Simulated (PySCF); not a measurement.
Point-charge models of `C[C@@H](CF)[C@H]1CCN([SiH3])C1` against its computed dipole.

Coordinates (PBE0-D3(BJ)/def2-SVP, Å) and charges (e) from the PBE0/pcSseg-1 density (PySCF):

```json
{"atom": "C1", "x": "-2.848", "y": "-0.125", "z": "-0.655", "Mulliken": "-0.2279", "IAO": "-0.4102", "Hirshfeld": "-0.1103", "ESP-fitted": "-0.4984"}
{"atom": "C2", "x": "-1.692", "y": "0.639", "z": "-0.017", "Mulliken": "-0.3545", "IAO": "-0.1133", "Hirshfeld": "-0.0296", "ESP-fitted": "+0.1387"}
{"atom": "C3", "x": "-2.108", "y": "1.095", "z": "1.369", "Mulliken": "+0.2577", "IAO": "+0.0475", "Hirshfeld": "+0.0270", "ESP-fitted": "+0.0205"}
{"atom": "F4", "x": "-1.181", "y": "1.945", "z": "1.927", "Mulliken": "-0.3365", "IAO": "-0.3278", "Hirshfeld": "-0.1019", "ESP-fitted": "-0.2521"}
{"atom": "C5", "x": "-0.406", "y": "-0.186", "z": "-0.001", "Mulliken": "-0.3441", "IAO": "-0.1045", "Hirshfeld": "-0.0269", "ESP-fitted": "+0.1783"}
{"atom": "C6", "x": "0.086", "y": "-0.623", "z": "-1.383", "Mulliken": "-0.2314", "IAO": "-0.2585", "Hirshfeld": "-0.0684", "ESP-fitted": "-0.2185"}
{"atom": "C7", "x": "1.558", "y": "-0.989", "z": "-1.168", "Mulliken": "+0.1090", "IAO": "-0.1443", "Hirshfeld": "-0.0228", "ESP-fitted": "-0.0158"}
{"atom": "N8", "x": "1.933", "y": "-0.301", "z": "0.061", "Mulliken": "-0.8568", "IAO": "-0.5243", "Hirshfeld": "-0.1792", "ESP-fitted": "-0.3093"}
{"atom": "Si9", "x": "3.521", "y": "-0.336", "z": "0.741", "Mulliken": "+0.6374", "IAO": "+0.7176", "Hirshfeld": "+0.3345", "ESP-fitted": "+0.4058"}
{"atom": "C10", "x": "0.838", "y": "0.515", "z": "0.549", "Mulliken": "+0.1856", "IAO": "-0.1416", "Hirshfeld": "-0.0331", "ESP-fitted": "-0.0672"}
{"atom": "H11", "x": "-2.630", "y": "-0.381", "z": "-1.701", "Mulliken": "+0.1313", "IAO": "+0.1436", "Hirshfeld": "+0.0443", "ESP-fitted": "+0.1250"}
{"atom": "H12", "x": "-3.776", "y": "0.469", "z": "-0.648", "Mulliken": "+0.1197", "IAO": "+0.1367", "Hirshfeld": "+0.0419", "ESP-fitted": "+0.1284"}
{"atom": "H13", "x": "-3.047", "y": "-1.066", "z": "-0.117", "Mulliken": "+0.1104", "IAO": "+0.1326", "Hirshfeld": "+0.0392", "ESP-fitted": "+0.1168"}
{"atom": "H14", "x": "-1.505", "y": "1.553", "z": "-0.611", "Mulliken": "+0.1212", "IAO": "+0.1289", "Hirshfeld": "+0.0352", "ESP-fitted": "+0.0257"}
{"atom": "H15", "x": "-2.232", "y": "0.227", "z": "2.042", "Mulliken": "+0.0938", "IAO": "+0.1278", "Hirshfeld": "+0.0401", "ESP-fitted": "+0.0633"}
{"atom": "H16", "x": "-3.071", "y": "1.632", "z": "1.320", "Mulliken": "+0.1067", "IAO": "+0.1328", "Hirshfeld": "+0.0427", "ESP-fitted": "+0.0856"}
{"atom": "H17", "x": "-0.580", "y": "-1.092", "z": "0.611", "Mulliken": "+0.1141", "IAO": "+0.1191", "Hirshfeld": "+0.0314", "ESP-fitted": "-0.0016"}
{"atom": "H18", "x": "-0.490", "y": "-1.455", "z": "-1.812", "Mulliken": "+0.1323", "IAO": "+0.1352", "Hirshfeld": "+0.0410", "ESP-fitted": "+0.0822"}
{"atom": "H19", "x": "0.002", "y": "0.230", "z": "-2.078", "Mulliken": "+0.1207", "IAO": "+0.1262", "Hirshfeld": "+0.0365", "ESP-fitted": "+0.0669"}
{"atom": "H20", "x": "2.168", "y": "-0.682", "z": "-2.038", "Mulliken": "+0.1133", "IAO": "+0.1206", "Hirshfeld": "+0.0326", "ESP-fitted": "+0.0675"}
{"atom": "H21", "x": "1.689", "y": "-2.082", "z": "-1.061", "Mulliken": "+0.1144", "IAO": "+0.1230", "Hirshfeld": "+0.0314", "ESP-fitted": "+0.0492"}
{"atom": "H22", "x": "3.408", "y": "-0.071", "z": "2.208", "Mulliken": "-0.1146", "IAO": "-0.1277", "Hirshfeld": "-0.0801", "ESP-fitted": "-0.0966"}
{"atom": "H23", "x": "4.110", "y": "-1.689", "z": "0.491", "Mulliken": "-0.1177", "IAO": "-0.1334", "Hirshfeld": "-0.0841", "ESP-fitted": "-0.1072"}
{"atom": "H24", "x": "4.484", "y": "0.670", "z": "0.174", "Mulliken": "-0.1176", "IAO": "-0.1572", "Hirshfeld": "-0.0951", "ESP-fitted": "-0.1162"}
{"atom": "H25", "x": "0.844", "y": "0.577", "z": "1.648", "Mulliken": "+0.1301", "IAO": "+0.1422", "Hirshfeld": "+0.0326", "ESP-fitted": "+0.0759"}
{"atom": "H26", "x": "0.869", "y": "1.559", "z": "0.174", "Mulliken": "+0.1035", "IAO": "+0.1088", "Hirshfeld": "+0.0219", "ESP-fitted": "+0.0532"}
```

Compute μ = Σ q r for each scheme (1 e·Å = 4.803 D) and compare with the dipole of the full density.

The full density gives (-2.43, -0.99, -1.33) D, 2.94 D in size; dipole vectors point from the negative to the positive end.

| scheme | μx | μy | μz | size (D) | share of the full size (%) | angle to the full dipole (°) |
| --- | --- | --- | --- | --- | --- | --- |
| Mulliken | -2.93 | -1.43 | -1.70 | 3.68 | 125 | 4 |
| IAO | -2.34 | -1.83 | -1.30 | 3.25 | 110 | 15 |
| Hirshfeld | -1.83 | -0.58 | -0.70 | 2.04 | 69 | 8 |
| ESP-fitted | -2.42 | -1.00 | -1.35 | 2.95 | 100 | 0 |

Which set comes closest?

Length of the difference vector: ESP-fitted 0.03 D, Mulliken 0.76 D, IAO 0.85 D, Hirshfeld 0.97 D. Closest: ESP-fitted. The schemes that divide the density aren't constrained to reproduce the dipole.

What is left for the Hirshfeld atoms' own dipoles?

The Hirshfeld atoms' densities add up to the full density, so μ = Σ q r + Σ (atomic dipoles). The atomic dipoles sum to (-2.43, -0.99, -1.33) − (-1.83, -0.58, -0.70) = (-0.60, -0.41, -0.63) D, 0.97 D in size.

With the origin at the mean of the coordinates, (-0.002, 0.001, 0.001) Å, which are the largest single terms, by size, of the ESP-fitted dipole along the direction of the full one?

C1 -6.44, Si9 -6.10, N8 +2.26, H24 +2.24, H12 +2.01 D; all 26 atoms together +2.95 D. The single terms depend on the origin, their sum doesn't.

Give the size of the full dipole in other units.

2.94 D = 1.158 au = 0.613 e·Å = 9.82 × 10⁻³⁰ C·m.

Isolated species at its PBE0-D3(BJ)/def2-SVP geometry (one conformer only).
